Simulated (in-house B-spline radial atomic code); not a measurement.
# LDA VWN5 excitations of Hg III (Hg2+)

Method: LDA VWN5. Computed with an all-electron radial atomic-structure program (B-spline basis): linear response of the closed shell [Xe] 4f14 5d10 with the functional's adiabatic kernel; scalar-relativistic (spin-free one-electron X2C), finite nucleus, no spin-orbit coupling, no double excitations, S, P, D and F terms only; shells from n = 3 respond. Only terms of natural parity with L up to 3 were computed.

Spin-orbit coupling is strong here, so these LS terms don't match observed levels.

Command:
```bash
python run_td.py task.json out
```
Settings (radii: box in bohr, nucleus in fm):
```
Z                        80
electrons                78
configuration            [Xe] 4f14 5d10
hamiltonian              x2c
method                   lda,vwn
box_radius               2.5
wall_radius              2.5
rms_radius               5.4648
intervals                62
```

Cost of the run: 4.9 s on 1 thread of Arm Neoverse N1, with other jobs on the host.

Confined states, up to the first strongly mixed one, which can leave gaps near the end. Labels give the largest channel, * marks a mixed state, and oscillator strengths are full-response dipole values. Semilocal kernels can invert the small singlet-triplet splittings of Rydberg terms. Energies in eV:

```
      state  full response  Tamm-Dancoff  oscillator strength
 5d → 6s 3D         23.437        23.458                    -
 5d → 6s 1D         24.925        24.995                    -
 5d → 6p 3P          47.78         47.83                    -
 5d → 6p 3F          48.29         48.31                    -
 5d → 6p 1F          49.33         49.33                    -
 5d → 6p 1P          50.76         50.92                0.869
 5d → 5f 3P          53.47         53.51                    -
 5d → 5f 3F          54.44         54.46                    -
 5d → 5f 1F          56.75         56.82                    -
 5d → 5f 1P          69.91         72.61                 12.3
 5p → 6s 3P              ?             ?                    -
 5p → 6s 1P          84.48         84.83                 3.05
 5d → 6d 3S          89.22         89.27                    -
 5d → 6d 3D          91.09         91.11                    -
 5d → 6d 1D          92.56         92.59                    -
 5d → 5g 3D          99.05         99.08                    -
5d → 6d 1S*          99.03         99.41                    -
 5d → 5g 1D         104.65        104.84                    -
 5p → 6p 3S         107.02        107.04                    -
 5p → 6p 3D              ?             ?                    -
 5p → 6p 1D         108.68        108.71                    -
 4f → 6s 3F         108.83        108.84                    -
```

**Question.** Where does 5p → 6p 3D lie?

**Answer.** At 107.57 eV in full response, 107.58 eV in Tamm-Dancoff.

**Question.** Where does 5p → 6s 3P lie?

**Answer.** At 82.64 eV in full response, 82.65 eV in Tamm-Dancoff.

**Question.** How large is the singlet-triplet splitting of 5d → 6s (D terms) in Tamm-Dancoff?

**Answer.** 1.54 eV, from the unrounded values.

**Question.** What polarisabilities and dispersion coefficient does the method give?

**Answer.** Dipole 2.568 bohr³, quadrupole 5.103 bohr⁵, C6 13.59 hartree·bohr⁶ for two such species.
